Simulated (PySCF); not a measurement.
Compound: C4H6O2Si.
Atom-mapped SMILES: `[CH:1]#[C:2][SiH2:3][O:4][C:5]([CH3:6])=[O:7]` (hydrogens: H8 on C1; H9, H10 on Si3; H11, H12, H13 on C6)

The same species was optimised twice, with GFN2-xTB and with PBE0-D3(BJ)/def2-SVP (PySCF), and the same property calculations (PySCF, gas phase) were run on both structures.

| coordinate | GFN2-xTB | PBE0-D3(BJ)/def2-SVP | change |
| --- | --- | --- | --- |
| Si3–O4 (Å) | 1.669 | 1.716 | +0.047 |
| C2–Si3 (Å) | 1.848 | 1.828 | -0.020 |
| O4–C5 (Å) | 1.325 | 1.339 | +0.014 |
| C1≡C2 (Å) | 1.202 | 1.216 | +0.014 |
| C5–C6 (Å) | 1.504 | 1.496 | -0.008 |
| C5=O7 (Å) | 1.202 | 1.207 | +0.005 |
| Si3–O4–C5 (°) | 123.4 | 115.3 | -8.1 |
| C2–Si3–O4 (°) | 99.8 | 103.8 | +4.0 |
| O4–C5–O7 (°) | 122.4 | 121.2 | -1.2 |
| O4–C5–C6 (°) | 112.5 | 113.2 | +0.7 |
| C6–C5–O7 (°) | 125.0 | 125.6 | +0.6 |
| C1–C2–Si3 (°) | 178.2 | 177.9 | -0.3 |
| C2–Si3–O4–C5 (°) | 180 | 179 | -1 |
| Si3–O4–C5–C6 (°) | 180 | 180 | 0 |

Rotational constants: A = 5578, B = 1139, C = 962.2 MHz (GFN2-xTB) against A = 6218, B = 1099, C = 950.2 MHz (PBE0-D3(BJ)/def2-SVP). Point groups within 0.08 Å: Cs and Cs. Atoms that the bonding makes alike are paired by their places after alignment.

On the GFN2-xTB structure: isotropic polarisability (au) 75.8 [CAM-B3LYP/def2-SVPD]; HOMO (eV) -9.66 [CAM-B3LYP/def2-SVPD]; LUMO (eV) 0.49 [CAM-B3LYP/def2-SVPD]; dipole (D) 2.34 [CAM-B3LYP/def2-SVPD].

Question: What do these properties become on the PBE0-D3(BJ)/def2-SVP structure?

Answer: 
| property | level | on GFN2-xTB | on PBE0-D3(BJ)/def2-SVP | change |
| --- | --- | --- | --- | --- |
| isotropic polarisability (au) | CAM-B3LYP/def2-SVPD | 75.8 | 77.4 | +1.6 |
| HOMO (eV) | CAM-B3LYP/def2-SVPD | -9.66 | -9.71 | -0.05 |
| LUMO (eV) | CAM-B3LYP/def2-SVPD | 0.49 | 0.45 | -0.04 |
| dipole (D) | CAM-B3LYP/def2-SVPD | 2.34 | 2.18 | -0.16 |
| energy, GFN2-xTB geometry as zero (kcal/mol) | CAM-B3LYP/def2-SVPD | 0.0 | -1.9 | -1.9 |

The heavy atoms differ by 0.141 Å rms after alignment. Among bonds between heavy atoms Si3–O4 changes most (+0.047 Å). Changes are differences of the printed values. Neither structure is proved a minimum here.

The values belong to the conformer `[CH:1]#[C:2][SiH2:3][O:4][C:5]([CH3:6])=[O:7]`: C2–Si3–O4–C5 179°, Si3–O4–C5–C6 180°.
